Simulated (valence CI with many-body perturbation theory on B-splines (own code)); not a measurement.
**E1 line list for Rh XXXI**

Computed by configuration interaction combined with many-body perturbation theory (CI+MBPT): five valence electrons over a frozen Dirac-Fock core [Ne], a basis of 9 s, 9 p, 8 d, 6 f, 3 g, 1 h functions for each j, with the one-electron correlation potential Σ1 (screened to all orders), the two-electron term Σ2, the three-electron term Σ3, Breit, model QED; selected single and double excitations, second order for the rest (own B-spline code, finite nucleus).

The last digits are not significant, and no measured levels were compared; by estimate large intervals hold to a few tenths of a per cent, small ones and those within an open d or f shell to about a per cent. Among the levels kept, up to 600 cm⁻¹ of a level comes from second order outside the variational space, and about a tenth of that is noise between levels of different J, which matters for small intervals.

Lines 1 to 50 of 198 in falling wavelength, among levels below 236.90 eV, chosen from the strongest by gf and those to the six lowest levels. Wavelengths and rates use the calculated energies. Electric multipoles are in the length gauge, E1 and E2 with the static RPA response of the core. Weak lines are less certain than strong ones. Lines between different terms over intervals too small for the method are left out, as are lines whose strength nearly cancels. The highest levels of a list are the least certain.

Levels are named by their leading jj configuration (3d3/2^4 stands for four electrons in 3d with j = 3/2), which in mixed levels can hold well under half, so a name can repeat and another be missing. Letters in brackets count levels of one name in rising energy.

```tsv
λ vac (Å)	Upper	Lower	A (s⁻¹)	S (a.u.)
345.7	(3s 3p1/2^2 3p3/2^2) J=5/2	(3s^2 3p3/2^3) J=3/2	2.72e+06	3.33e-04
275.9	(3s^2 3p1/2^2 3d3/2) J=3/2 [a]	(3s^2 3p3/2^3) J=3/2	3.89e+07	1.62e-03
263.7	(3s 3p1/2^2 3p3/2 3d5/2) J=5/2	(3s^2 3p3/2^2 3d5/2) J=7/2	4.60e+07	2.50e-03
253.6	(3s 3p1/2^2 3p3/2 3d3/2) J=3/2 [a]	(3s^2 3p1/2 3p3/2 3d3/2) J=1/2 [b]	8.44e+07	2.72e-03
240.1	(3s 3p1/2^2 3p3/2 3d3/2) J=5/2	(3s^2 3p1/2 3p3/2 3d3/2) J=3/2 [b]	1.91e+08	7.84e-03
238.9	(3s 3p1/2^2 3p3/2 3d3/2) J=7/2	(3s^2 3p1/2 3p3/2 3d3/2) J=5/2 [b]	2.46e+08	1.32e-02
237.4	(3s 3p1/2^2 3p3/2^2) J=1/2	(3s^2 3p3/2^3) J=3/2	8.77e+07	1.16e-03
220.6	(3s 3p1/2^2 3p3/2 3d3/2) J=3/2 [b]	(3s^2 3p1/2 3p3/2 3d5/2) J=3/2 [b]	8.50e+07	1.80e-03
219.4	(3s^2 3p1/2^2 3d3/2) J=3/2 [b]	(3s^2 3p3/2^3) J=3/2	1.53e+08	3.19e-03
216.1	(3p1/2^2 3p3/2^3) J=3/2	(3s^2 3p1/2 3p3/2 3d5/2) J=3/2 [b]	3.35e+08	6.68e-03
207.3	(3s 3p1/2^2 3p3/2 3d3/2) J=7/2	(3s^2 3p1/2 3p3/2 3d5/2) J=5/2 [a]	3.10e+08	1.09e-02
206.5	(3s 3p1/2^2 3p3/2 3d5/2) J=5/2	(3s^2 3p1/2 3p3/2 3d5/2) J=3/2 [b]	1.47e+08	3.83e-03
203.2	(3s 3p1/2^2 3p3/2 3d3/2) J=3/2 [a]	(3s^2 3p1/2 3p3/2 3d5/2) J=3/2 [a]	1.23e+08	2.03e-03
198.0	(3s 3p1/2^2 3p3/2 3d3/2) J=3/2 [b]	(3s^2 3p1/2 3p3/2 3d3/2) J=3/2 [b]	5.67e+08	8.69e-03
197.7	(3s 3p1/2^2 3p3/2 3d3/2) J=7/2	(3s^2 3p1/2 3p3/2 3d5/2) J=9/2	5.76e+07	1.76e-03
197.3	(3s 3p1/2^2 3p3/2 3d3/2) J=1/2	(3s 3p1/2 3p3/2^3) J=1/2	3.06e+08	2.32e-03
197.3	(3s^2 3p1/2^2 3d5/2) J=5/2	(3s^2 3p3/2^3) J=3/2	7.52e+06	1.71e-04
194.4	(3p1/2^2 3p3/2^3) J=3/2	(3s^2 3p1/2 3p3/2 3d3/2) J=3/2 [b]	2.63e+08	3.81e-03
189.9	(3s 3p1/2^2 3p3/2 3d5/2) J=5/2	(3s^2 3p1/2 3p3/2 3d3/2) J=5/2 [b]	1.26e+08	2.56e-03
186.5	(3s 3p1/2^2 3p3/2 3d5/2) J=5/2	(3s^2 3p1/2 3p3/2 3d3/2) J=3/2 [b]	2.02e+08	3.87e-03
182.5	(3s 3p1/2^2 3p3/2 3d5/2) J=9/2	(3s^2 3p1/2 3p3/2 3d5/2) J=9/2	1.05e+09	3.14e-02
178.9	(3s 3p1/2 3p3/2^3) J=3/2	(3s^2 3p3/2^3) J=3/2	1.34e+07	1.52e-04
178.7	(3s 3p1/2^2 3p3/2 3d3/2) J=3/2 [b]	(3s^2 3p1/2 3p3/2 3d5/2) J=5/2 [a]	5.82e+08	6.56e-03
177.7	(3s 3p1/2^2 3p3/2 3d3/2) J=5/2	(3s^2 3p1/2 3p3/2 3d3/2) J=7/2	3.01e+08	5.00e-03
174.1	(3s 3p1/2^2 3p3/2 3d3/2) J=7/2	(3s^2 3p1/2 3p3/2 3d3/2) J=7/2	1.24e+09	2.58e-02
172.8	(3s 3p1/2^2 3p3/2^2) J=5/2	(3s^2 3p1/2 3p3/2^2) J=5/2	1.23e+09	1.88e-02
170.3	(3p1/2^2 3p3/2^3) J=3/2	(3s^2 3p1/2 3p3/2 3d5/2) J=3/2 [a]	9.70e+08	9.46e-03
169.9	(3s^2 3p1/2^2 3d3/2) J=3/2 [a]	(3s^2 3p1/2 3p3/2^2) J=1/2	2.97e+06	2.88e-05
169.3	(3s 3p1/2^2 3p3/2 3d5/2) J=5/2	(3s^2 3p1/2 3p3/2 3d5/2) J=5/2 [a]	7.13e+08	1.03e-02
169.0	(3s 3p1/2^2 3p3/2 3d3/2) J=5/2	(3s^2 3p1/2 3p3/2 3d3/2) J=5/2 [a]	7.82e+08	1.12e-02
168.2	(3s 3p1/2^2 3p3/2 3d3/2) J=3/2 [a]	(3s^2 3p1/2 3p3/2 3d3/2) J=5/2 [a]	5.67e+08	5.33e-03
168.0	(3s 3p1/2^2 3p3/2 3d5/2) J=9/2	(3s^2 3p1/2 3p3/2 3d5/2) J=7/2 [a]	2.03e+09	4.75e-02
167.0	(3s 3p1/2 3p3/2^3) J=5/2	(3s^2 3p3/2^3) J=3/2	1.30e+09	1.80e-02
165.9	(3p1/2^2 3p3/2^3) J=3/2	(3s 3p1/2 3p3/2^3) J=1/2	8.60e+08	7.76e-03
165.8	(3s 3p1/2^2 3p3/2 3d3/2) J=7/2	(3s^2 3p1/2 3p3/2 3d3/2) J=5/2 [a]	2.36e+08	4.25e-03
165.2	(3s^2 3p1/2 3p3/2 3d3/2) J=3/2 [a]	(3s^2 3p3/2^3) J=3/2	3.54e+08	3.16e-03
164.4	(3s 3p1/2^2 3p3/2 3d3/2) J=1/2	(3s^2 3p1/2 3p3/2 3d3/2) J=1/2 [a]	1.27e+09	5.57e-03
164.2	(3s 3p1/2^2 3p3/2 3d5/2) J=5/2	(3s^2 3p1/2 3p3/2 3d5/2) J=3/2 [a]	3.94e+08	5.16e-03
164.2	(3s 3p1/2^2 3p3/2 3d3/2) J=3/2 [a]	(3s^2 3p1/2 3p3/2 3d3/2) J=1/2 [a]	4.41e+08	3.85e-03
162.9	(3s^2 3p1/2 3p3/2 3d3/2) J=1/2 [a]	(3s^2 3p3/2^3) J=3/2	2.70e+08	1.15e-03
162.6	(3s 3p1/2^2 3p3/2 3d3/2) J=5/2	(3s^2 3p1/2 3p3/2 3d3/2) J=3/2 [a]	3.65e+08	4.64e-03
162.2	(3s 3p1/2^2 3p3/2 3d5/2) J=9/2	(3s^2 3p1/2 3p3/2 3d3/2) J=7/2	2.04e+08	4.29e-03
162.0	(3s 3p1/2^2 3p3/2 3d3/2) J=1/2	(3s^2 3p1/2 3p3/2 3d3/2) J=3/2 [a]	6.00e+08	2.52e-03
161.8	(3s 3p1/2^2 3p3/2 3d3/2) J=3/2 [a]	(3s^2 3p1/2 3p3/2 3d3/2) J=3/2 [a]	1.16e+09	9.74e-03
160.9	(3s 3p1/2^2 3p3/2 3d3/2) J=5/2	(3s 3p1/2 3p3/2^3) J=5/2	4.69e+08	5.79e-03
159.1	(3s 3p1/2^2 3p3/2^2) J=5/2	(3s^2 3p1/2 3p3/2^2) J=3/2	2.62e+09	3.12e-02
159.0	(3s^2 3p1/2 3p3/2 3d3/2) J=5/2 [a]	(3s^2 3p3/2^3) J=3/2	6.54e+08	7.79e-03
154.5	(3s 3p1/2^2 3p3/2^2) J=1/2	(3s^2 3p1/2 3p3/2^2) J=1/2	4.09e+09	1.49e-02
153.4	(3s^2 3p1/2^2 3d3/2) J=3/2 [a]	(3s^2 3p1/2 3p3/2^2) J=5/2	1.81e+09	1.29e-02
147.0	(3s 3p1/2^2 3p3/2 3d3/2) J=3/2 [b]	(3s^2 3p1/2 3p3/2 3d3/2) J=5/2 [a]	4.33e+08	2.72e-03
```
